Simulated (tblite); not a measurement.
CH₆B₂ClN.
SMILES with atom numbers: `[CH3:1][B:2]([Cl:3])[BH:4][NH2:5]` (hydrogens: H6, H7, H8 on C1; H9 on B4; H10, H11 on N5)

Computed with GFN2-xTB (tblite), gas phase: L-BFGS steps from a force-field or distance-geometry start until the largest atomic force falls under 0.01 eV/Å.

Step 23: E = -412.8387 eV
```
atom  x, y, z in Å  |  force x, y, z in eV/Å
C1      1.8223   -0.2354    0.2441    0.024  -0.022   0.009
B2      0.4517    0.5614    0.1648   -0.009   0.112   0.011
Cl3     0.4967    2.1870    0.7569    0.004  -0.041   0.007
B4     -0.9061   -0.0610   -0.5886   -0.011  -0.034  -0.034
N5     -2.1758   -0.1824   -0.0557   -0.040  -0.042   0.069
H6      1.8677   -1.0456   -0.4776    0.005  -0.049  -0.043
H7      1.9505   -0.6933    1.2244   -0.033   0.022   0.064
H8      2.6934    0.3990    0.0920    0.009   0.035   0.018
H9     -0.7975   -0.4331   -1.7030   -0.040  -0.013  -0.063
H10    -2.9471   -0.5937   -0.5558   -0.028   0.028  -0.041
H11    -2.4505    0.0997    0.8724    0.119   0.005   0.003
```

Step 24: E = -412.8404 eV
```
atom  x, y, z in Å  |  force x, y, z in eV/Å
C1      1.8225   -0.2364    0.2470    0.024  -0.013  -0.007
B2      0.4522    0.5596    0.1552   -0.017   0.133   0.060
Cl3     0.4984    2.1820    0.7601   -0.010  -0.050  -0.009
B4     -0.9096   -0.0592   -0.5980    0.021  -0.035  -0.009
N5     -2.1738   -0.1866   -0.0536   -0.019  -0.016   0.028
H6      1.8737   -1.0462   -0.4739    0.010  -0.074  -0.047
H7      1.9511   -0.6904    1.2291   -0.055   0.019   0.055
H8      2.6922    0.4005    0.0975    0.013   0.040   0.010
H9     -0.8076   -0.4289   -1.7130   -0.041  -0.021  -0.074
H10    -2.9492   -0.5954   -0.5483   -0.045   0.012  -0.060
H11    -2.4445    0.1036    0.8719    0.119   0.005   0.052
```

Step 25: E = -412.8423 eV
```
atom  x, y, z in Å  |  force x, y, z in eV/Å
C1      1.8229   -0.2376    0.2502    0.013   0.002  -0.026
B2      0.4524    0.5598    0.1450   -0.017   0.094   0.089
Cl3     0.5005    2.1761    0.7640   -0.026  -0.033  -0.016
B4     -0.9131   -0.0578   -0.6094    0.043  -0.030   0.018
N5     -2.1716   -0.1914   -0.0513    0.018   0.007  -0.034
H6      1.8798   -1.0476   -0.4704    0.017  -0.075  -0.026
H7      1.9505   -0.6869    1.2354   -0.077   0.020   0.025
H8      2.6909    0.4031    0.1040    0.009   0.030   0.001
H9     -0.8195   -0.4261   -1.7256   -0.041  -0.022  -0.065
H10    -2.9524   -0.5956   -0.5408   -0.047   0.002  -0.058
H11    -2.4349    0.1067    0.8727    0.109   0.004   0.093
```

Step 26: E = -412.8442 eV
```
atom  x, y, z in Å  |  force x, y, z in eV/Å
C1      1.8228   -0.2386    0.2529   -0.005   0.016  -0.039
B2      0.4523    0.5622    0.1370   -0.009   0.009   0.085
Cl3     0.5021    2.1710    0.7677   -0.041   0.005  -0.013
B4     -0.9156   -0.0570   -0.6201    0.048  -0.025   0.036
N5     -2.1692   -0.1949   -0.0500    0.048   0.022  -0.084
H6      1.8841   -1.0497   -0.4678    0.023  -0.051   0.011
H7      1.9483   -0.6833    1.2416   -0.093   0.023  -0.018
H8      2.6893    0.4060    0.1100    0.001   0.006  -0.007
H9     -0.8307   -0.4265   -1.7373   -0.034  -0.009  -0.044
H10    -2.9562   -0.5932   -0.5354   -0.027   0.003  -0.033
H11    -2.4218    0.1066    0.8754    0.088   0.000   0.104
```

Task: Estimate the geometry and energy of step 27. (The exact step hangs on the optimiser's Hessian estimate; all steps are aligned on step 26, rigid shifts and turns removed.)

Result: E = -412.8459 eV, largest force 0.113 eV/Å
```
atom  x, y, z in Å  |  force x, y, z in eV/Å
C1      1.8220   -0.2391    0.2544   -0.021   0.025  -0.040
B2      0.4518    0.5653    0.1324    0.000  -0.078   0.054
Cl3     0.5027    2.1681    0.7708   -0.051   0.039  -0.004
B4     -0.9163   -0.0567   -0.6285    0.040  -0.026   0.037
N5     -2.1667   -0.1958   -0.0506    0.056   0.027  -0.089
H6      1.8863   -1.0519   -0.4660    0.025  -0.016   0.048
H7      1.9441   -0.6800    1.2463   -0.096   0.026  -0.054
H8      2.6874    0.4085    0.1144   -0.004  -0.019  -0.013
H9     -0.8398   -0.4301   -1.7459   -0.019   0.014  -0.021
H10    -2.9597   -0.5885   -0.5330    0.009   0.015   0.007
H11    -2.4064    0.1028    0.8796    0.061  -0.007   0.075
```

The energy changes by -0.0017 eV. The first-order estimate −F·Δx gives -0.0024 eV and the mean of the old and new forces, exact on a quadratic surface, -0.0017 eV. The step makes an angle of 69° with the force vector and moves no atom by more than 0.016 Å.

What follows is the cost of the whole relaxation. On an Arm Neoverse V1 with one thread, shared host, this took 0.37 s.
